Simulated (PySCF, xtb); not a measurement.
B(H)(Br)(OH) (BBrH₂O), SMILES OBBr.

GFN2-xTB run with xtb at its own geometry gives an orbital gap of 5.01 eV and a dipole moment of 3.65 D.

Geometry: B3LYP-D3(BJ)/def2-TZVP. Other conformers were not sampled.

Task: What does CAM-B3LYP/def2-TZVPD (PySCF) give? (Estimate from the structure and the level; the computed values follow.)

Result: gap 10.19 eV (levels -9.88 and 0.32 eV), dipole 1.06 D.
